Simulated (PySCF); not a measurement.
**Structure from NMR data**

Molecular formula: C6H13BO2. Simulated spectra:

1H NMR (300 MHz, computed): δ 5.95 (m, 1H), 5.18 (m, 1H), 5.07 (m, 1H), 4.33 (br, 1H), 3.77 (s, 3H), 1.28 (s, 6H).

13C{1H} NMR (computed): δ 142.9 (CH), 107.4 (CH2), 75.5 (C), 56.4 (CH3), 30.1 (CH3).

- structure optimised with PBE0-D3(BJ)/def2-SVP
- NMR shieldings at KT3/pcSseg-1/GIAO
- program: PySCF 2.14.0 with density-fitted response routines
- relativity neglected, a single conformation, no solvent model, equivalent nuclei averaged

Shifts are taken against calculated references (same method and geometry level): 1H (31.32 ppm) and 13C (182.31 ppm) against TMS.

Propose a structure and justify it.

## Answers


1. 5 carbon signals for 6 carbons: some carbons are equivalent by symmetry or fast rotation.
2. Carbon types of the structure: 1 × C, 1 × CH, 1 × CH2, 3 × CH3, leaving 1 H on heteroatoms.
3. δC 142.9: alkene CH; the olefinic region.
4. δC 107.4: terminal =CH2 carbon; an sp2 carbon of a C=C bond.
5. δC 75.5: allylic fully substituted sp3 carbon bonded to O; pulled downfield by the heteroatom.
6. δC 56.4: methyl carbon bonded to O; pulled downfield by the heteroatom.
7. δC 30.1: methyl carbon; a saturated carbon with 1 carbon neighbour and no heteroatom attached.
8. δH 5.18, 5.07: hydrogen on a terminal =CH2 carbon; attached to an sp2 carbon and in the plane of the double bond.
9. δH 3.77: hydrogen on a methyl carbon bonded to O; its carbon carries O, which withdraws density.

Structure: SMILES C=CC(C)(C)OBOC.

This is the structure that produced the data.

Hydrogens on boron are broadened and split by 11B (spin 3/2, 80 %) and 10B (spin 3). Shifts are as computed, not scaled to solution data. Of 1211 compounds with measured shifts, 218 miss one by over three times the rms of a fit or turn the order of signals round; such compounds aren't used in these exercises. No couplings were computed; multiplicities are counted from neighbouring protons, with m where these are inequivalent, close in shift, in a saturated or five-membered ring or joined by F or P, and br s for small geminal =CH2 splittings.
